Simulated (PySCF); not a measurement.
Compound: C2H7NSi.
Bonds: C1–C2 (double), C2–Si3, Si3–N4. Hydrogens: H5, H6 on C1; H7 on C2; H8, H9 on Si3; H10, H11 on N4.

Computed with core-valence-separated Tamm–Dancoff BHandHLYP/aug-pcX-1 (pcseg-1 on H, def2-SVPD on Si) in PySCF, non-relativistic, gas phase, PBE0-D3(BJ)/def2-SVP geometry. The energies are unshifted.

(1) List the carbon K-edge absorption lines.

(2) What does the N 1s absorption edge look like?

## Answers

(1) 
| E (eV) | f | core hole on | main final orbital | polarisation |
| --- | --- | --- | --- | --- |
| 282.06 | 0.0534 | C2 | LUMO (57 %) | normal to the local trigonal plane |
| 282.24 | 0.0649 | C1 | LUMO (65 %) | normal to the local trigonal plane |
| 285.63 | 0.0143 | C2 | LUMO+3 (46 %) | in the local trigonal plane |
| 286.00 | 0.0092 | C1 | LUMO+1 (73 %) | in the local trigonal plane |
| 286.23 | 0.0058 | C2 | LUMO+2 (40 %) | normal to the local trigonal plane |
| 286.54 | 0.0169 | C1 | LUMO+3 (38 %) | in the local trigonal plane |
| 286.58 | 0.0185 | C2 | LUMO+1 (35 %) | in the local trigonal plane |
| 286.80 | 0.0135 | C2 | spread | in the local trigonal plane |
| 287.13 | 0.0035 | C2 | LUMO+4 (66 %) | mixed |
| 287.16 | 0.0027 | C1 | LUMO+2 (53 %) | mixed |
| 287.45 | 0.0032 | C1 | LUMO+3 (36 %) | mixed |

The first line with a tenth or more of the strongest one's intensity is at 282.06 eV (f = 0.053), with the hole on C2 (alkene CH carbon), polarised normal to the local trigonal plane: a 1s→π* resonance. The strongest listed is at 282.24 eV (f = 0.065; C1, 1s→π*).

(2) 
| E (eV) | f | core hole on | main final orbital |
| --- | --- | --- | --- |
| 398.82 | 0.0054 | N4 | LUMO (60 %) |
| 399.94 | 0.0304 | N4 | LUMO+5 (32 %) |
| 400.15 | 0.0217 | N4 | spread |
| 400.67 | 0.0167 | N4 | spread |
| 401.14 | 0.0080 | N4 | spread |
| 401.36 | 0.0066 | N4 | LUMO+6 (46 %) |
| 401.65 | 0.0005 | N4 | spread |

The first line with a tenth or more of the strongest one's intensity is at 398.82 eV (f = 0.005), with the hole on N4 (silicon-bound nitrogen). The strongest listed is at 399.94 eV (f = 0.030; N4).

Roots within 0.03 eV whose holes lie on the same, on equivalent or on shared atoms are summed into one line, and the highest roots are left out, as the search may have cut off their partners. Final orbitals are the ground state's empty Kohn–Sham orbitals. A dash: too weak, shared between unlike atoms, or no plane or axis to refer to.

Problem. What length of transition dipole belongs to the line at 286.58 eV?

Solution. From f = (2/3) ΔE |μ|² in atomic units, with ΔE = 10.532 Eh and f = 0.0185: |μ| = 0.051 au = 0.13 D.

The list ends where the root search ended, not at a threshold.

Conformer computed: `[CH2:1]=[CH:2][SiH2:3][NH2:4]`: C1–C2–Si3–N4 125°, H–N4–Si3–C2 161°, H–N4–Si3–C2 -58°.

One conformer stands for the species.
